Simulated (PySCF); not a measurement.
**Atomic charges by several schemes**

Species: C₇H₁₁OP.
Structure used (GFN2-xTB), in Å, numbered top down from 1:
```
atom  x, y, z in Å
C1    -1.2780    2.3980   -0.4476
C2    -0.1295    1.8518   -0.8110
P3     0.0783    0.1640   -1.4668
C4    -1.2837   -0.6325   -0.6706
C5    -2.2466   -1.2258   -0.2544
C6    -3.3876   -1.9157    0.3044
C7     1.3765   -0.3840   -0.2323
O8     2.5324    0.3339   -0.5782
C9     3.6561   -0.0197    0.1843
H10   -2.1982    1.8362   -0.4632
H11   -1.3437    3.4223   -0.1153
H12    0.7905    2.4248   -0.8138
H13   -4.1734   -2.0003   -0.4462
H14   -3.7760   -1.3689    1.1638
H15   -3.0950   -2.9158    0.6240
H16    1.5351   -1.4705   -0.3295
H17    1.0654   -0.1735    0.8047
H18    3.9089   -1.0786    0.0469
H19    3.4832    0.1652    1.2523
H20    4.4802    0.5997   -0.1641
```

Density: PBE0/pcSseg-1 (PySCF); schemes: Mulliken, IAO, Hirshfeld and ESP-fitted. Geometry: GFN2-xTB, one conformer, isolated molecule.

Task: Give the atomic charges in each scheme.

Result: In e:

| atom | environment | Mulliken | IAO | Hirshfeld | ESP-fitted |
| --- | --- | --- | --- | --- | --- |
| C1 | terminal =CH2 carbon | -0.125 | -0.304 | -0.102 | -0.537 |
| C2 | alkene CH carbon | -0.440 | -0.339 | -0.096 | +0.128 |
| P3 | phosphine phosphorus | +0.614 | +0.595 | +0.178 | -0.141 |
| C4 | alkyne carbon | -0.279 | -0.329 | -0.133 | -0.066 |
| C5 | alkyne carbon | -0.340 | -0.019 | -0.031 | +0.026 |
| C6 | propargylic carbon | -0.172 | -0.438 | -0.094 | -0.515 |
| C7 | sp3 carbon bound to oxygen | -0.117 | -0.219 | -0.043 | -0.125 |
| O8 | ether oxygen | -0.529 | -0.392 | -0.142 | -0.171 |
| C9 | methoxy carbon | -0.021 | -0.199 | -0.039 | -0.241 |
| H10 | vinylic hydrogen | +0.123 | +0.151 | +0.035 | +0.227 |
| H11 | vinylic hydrogen | +0.118 | +0.152 | +0.047 | +0.186 |
| H12 | vinylic hydrogen | +0.144 | +0.164 | +0.044 | +0.089 |
| H13 | methyl hydrogen | +0.152 | +0.173 | +0.062 | +0.191 |
| H14 | methyl hydrogen | +0.152 | +0.173 | +0.062 | +0.181 |
| H15 | methyl hydrogen | +0.152 | +0.176 | +0.064 | +0.189 |
| H16 | methylene hydrogen | +0.132 | +0.127 | +0.032 | +0.154 |
| H17 | methylene hydrogen | +0.134 | +0.124 | +0.028 | +0.077 |
| H18 | methyl hydrogen | +0.090 | +0.122 | +0.038 | +0.101 |
| H19 | methyl hydrogen | +0.089 | +0.122 | +0.037 | +0.115 |
| H20 | methyl hydrogen | +0.123 | +0.159 | +0.052 | +0.131 |

Mean size of the charges over all atoms: IAO 0.224 e, Mulliken 0.202 e, ESP-fitted 0.179 e, Hirshfeld 0.068 e. Each set sums to the total charge, 0, to within 0.001 e. The IAO scheme projects the occupied orbitals on a minimal set of polarised atomic orbitals and counts the electrons in each atom's part of it.

Lowest charge. The schemes don't all agree: Mulliken O8 (-0.529); IAO C6 (-0.438); Hirshfeld O8 (-0.142); ESP-fitted C1 (-0.537).

Highest charge. The schemes don't all agree: Mulliken P3 (+0.614); IAO P3 (+0.595); Hirshfeld P3 (+0.178); ESP-fitted H10 (+0.227).

Task: How many electrons does the IAO scheme count on C4?

Result: Z − q = 6 − (-0.329) = 6.329.

Task: How closely do the schemes follow one another over all atoms?

Result: Correlation coefficient and root-mean-square difference: IAO with Hirshfeld 0.98, 0.183 e; Mulliken with Hirshfeld 0.93, 0.182 e; Mulliken with IAO 0.89, 0.120 e; IAO with ESP-fitted 0.59, 0.220 e; Hirshfeld with ESP-fitted 0.54, 0.189 e; Mulliken with ESP-fitted 0.31, 0.279 e.

Task: Sum the charges by element, for elements with more than one atom.

Result: 
```
element  atoms  Mulliken     IAO  Hirshfeld  ESP-fitted
      C      7    -1.494  -1.846     -0.537      -1.329
      H     11    +1.410  +1.643     +0.501      +1.641
```
